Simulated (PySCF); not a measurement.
BaF2, charge +3, doublet (typed; the unrestricted solution is spin-contaminated), at a GFN2-xTB geometry of the parent state (such geometries of metal compounds can be far from the true shape) (a state made from the parent by changing its charge; the spin is typed, not shown lowest) (core potentials on Ba); DF-HF/def2-TZVP run with PySCF.

Input for PySCF:
```python
from pyscf import gto, scf

mol = gto.Mole()
mol.atom = '''
    Ba    0.24590842    0.26552386    0.24588166
    F    -0.97404066    0.32198531   -1.79572217
    F    -0.55605617   -1.97413376    0.26579181
'''
mol.basis = 'def2-tzvp'
mol.ecp = {'Ba': 'def2-tzvp'}
mol.charge = 3
mol.spin = 1
mol.verbose = 3
mol.build()

mf = scf.UHF(mol)
mf = mf.density_fit(auxbasis='def2-universal-jkfit')
mf.kernel()
mf.analyze()
```

Output, abridged:

```
converged SCF energy = -222.2974861662  <S^2> = 1.7766032  2S+1 = 2.8471763
**** MO energy ****
                             alpha | beta                alpha | beta
MO #1   energy= -27.2775378747491  | -27.255909919347   occ= 1 | 1
MO #2   energy= -27.2775139939269  | -27.2558960273173  occ= 1 | 1
MO #3   energy= -2.45262099280416  | -2.36357332497339  occ= 1 | 1
MO #4   energy= -2.44843262790224  | -2.35083687589395  occ= 1 | 1
MO #5   energy= -2.26702401190048  | -2.27323645967093  occ= 1 | 1
MO #6   energy= -1.66957174044364  | -1.6496212687584   occ= 1 | 1
MO #7   energy= -1.66879974152346  | -1.63927959335264  occ= 1 | 1
MO #8   energy= -1.56758380478093  | -1.56211437640475  occ= 1 | 1
MO #9   energy= -1.56627659519535  | -1.52265737562024  occ= 1 | 1
MO #10  energy= -1.56013694894521  | -1.51276699507947  occ= 1 | 1
MO #11  energy= -1.54716266644173  | -1.51002760384976  occ= 1 | 1
MO #12  energy= -1.52712032200217  | -1.5026440812145   occ= 1 | 1
MO #13  energy= -1.23126393014723  | -0.754574134160649 occ= 1 | 0
MO #14  energy= -1.03279108867362  | -0.722390600645024 occ= 0 | 0
MO #15  energy= -0.504367010728026 | -0.504919061881835 occ= 0 | 0
MO #16  energy= -0.502403548574447 | -0.496788517312534 occ= 0 | 0
MO #17  energy= -0.494545673955146 | -0.493622110442533 occ= 0 | 0
MO #18  energy= -0.493758339237821 | -0.474985826860149 occ= 0 | 0
MO #19  energy= -0.458871175130259 | -0.462240034743066 occ= 0 | 0
MO #20  energy= -0.439413832254573 | -0.446282702265666 occ= 0 | 0
MO #21  energy= -0.397125604815639 | -0.397352754135478 occ= 0 | 0

WARN: System has nonzero charge 3; the dipole moment is origin-dependent.
Location of origin: [0. 0. 0.]

Dipole moment(X, Y, Z, Debye): -1.09629, -1.18367, -1.09621
```
